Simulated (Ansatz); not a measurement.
Steps of a relaxation of C2H5CdCl, SMILES `C[CH2][Cd][Cl]` with RKS PBE0-D4/def2-TZVP.

```sh
$ ansatz run in.yaml --threads 4 --pin off --events-out ev --progress --plain --max-ram 10444MiB
```

```yaml
crystal:
  periodic: [false, false, false]
  atoms:
    - {symbol: C, position_ang: [-0.681144, 0.964189, 0.312274]}
    - {symbol: C, position_ang: [0.340338, -0.140573, 0.592381]}
    - {symbol: Cd, position_ang: [0.769986, -1.384930, -1.076493]}
    - {symbol: Cl, position_ang: [1.219892, -2.738155, -2.902955]}
    - {symbol: H, position_ang: [-1.662602, 0.560948, -0.010314]}
    - {symbol: H, position_ang: [-0.867736, 1.572156, 1.225178]}
    - {symbol: H, position_ang: [-0.341531, 1.665973, -0.476561]}
    - {symbol: H, position_ang: [1.314025, 0.276985, 0.921952]}
    - {symbol: H, position_ang: [-0.002828, -0.822794, 1.397537]}
basis:
  gaussian: {orbitals: def2-TZVP}
hamiltonian: {xc: pbe0, dispersion: d4}
relax: {f_tol: 0.005, max_steps: 150}
```

Positions (Å) and forces (eV/Å) along the path, 5 of 5 steps:

```xyz
9
step=1 energy=-19238.9663 eV
C    -0.681    0.964    0.312   -0.223    0.257    0.018
C     0.340   -0.141    0.592    0.185   -0.077    0.307
Cd    0.770   -1.385   -1.076    0.003   -0.037   -0.069
Cl    1.220   -2.738   -2.903   -0.040    0.134    0.185
H    -1.663    0.561   -0.010    0.486    0.169    0.155
H    -0.868    1.572    1.225    0.093   -0.291   -0.432
H    -0.342    1.666   -0.477   -0.137   -0.364    0.377
H     1.314    0.277    0.922   -0.501   -0.168   -0.154
H    -0.003   -0.823    1.398    0.133    0.378   -0.387
9
step=2 energy=-19238.9932 eV
C    -0.677    0.959    0.313   -0.090    0.104   -0.023
C     0.339   -0.143    0.586    0.056   -0.007    0.152
Cd    0.764   -1.378   -1.076   -0.003    0.000    0.010
Cl    1.216   -2.722   -2.885   -0.001    0.010    0.013
H    -1.648    0.558   -0.004    0.133    0.055    0.043
H    -0.858    1.562    1.216    0.034   -0.093   -0.126
H    -0.339    1.648   -0.470   -0.049   -0.093    0.106
H     1.297    0.277    0.916   -0.129   -0.060   -0.054
H    -0.006   -0.808    1.388    0.048    0.084   -0.122
9
step=3 energy=-19238.9951 eV
C    -0.678    0.960    0.314   -0.003    0.001   -0.004
C     0.337   -0.142    0.584    0.003   -0.001    0.010
Cd    0.764   -1.379   -1.073   -0.003    0.001   -0.014
Cl    1.219   -2.721   -2.880    0.004   -0.005   -0.003
H    -1.645    0.562    0.000   -0.002   -0.005   -0.001
H    -0.854    1.558    1.214    0.003    0.002    0.009
H    -0.342    1.648   -0.466    0.005   -0.001   -0.003
H     1.293    0.274    0.911    0.001    0.004    0.000
H    -0.006   -0.807    1.380   -0.006    0.004    0.005
9
step=4 energy=-19238.9951 eV
C    -0.678    0.961    0.315    0.002   -0.006   -0.010
C     0.336   -0.142    0.582    0.000   -0.001    0.001
Cd    0.761   -1.377   -1.077    0.001    0.002    0.007
Cl    1.225   -2.726   -2.878    0.000   -0.001   -0.005
H    -1.646    0.564    0.003   -0.004    0.003    0.002
H    -0.852    1.559    1.217    0.001    0.000    0.002
H    -0.343    1.648   -0.465   -0.002    0.004    0.001
H     1.293    0.273    0.908    0.002    0.000    0.000
H    -0.007   -0.807    1.378    0.000   -0.001    0.002
9
step=5 energy=-19238.9951 eV
C    -0.678    0.961    0.315   -0.001    0.002    0.002
C     0.336   -0.142    0.583    0.000    0.000    0.000
Cd    0.761   -1.378   -1.076    0.001   -0.002   -0.001
Cl    1.225   -2.723   -2.880    0.000    0.001    0.000
H    -1.647    0.564    0.004    0.000   -0.001    0.000
H    -0.850    1.560    1.216    0.000    0.000    0.000
H    -0.343    1.647   -0.467    0.000    0.000   -0.001
H     1.292    0.273    0.909   -0.001    0.000    0.000
H    -0.007   -0.807    1.379    0.000    0.001    0.000
```

Run time 17 s (4 threads of an Arm Neoverse V1 on a shared host); peak host memory 0.41 GiB.
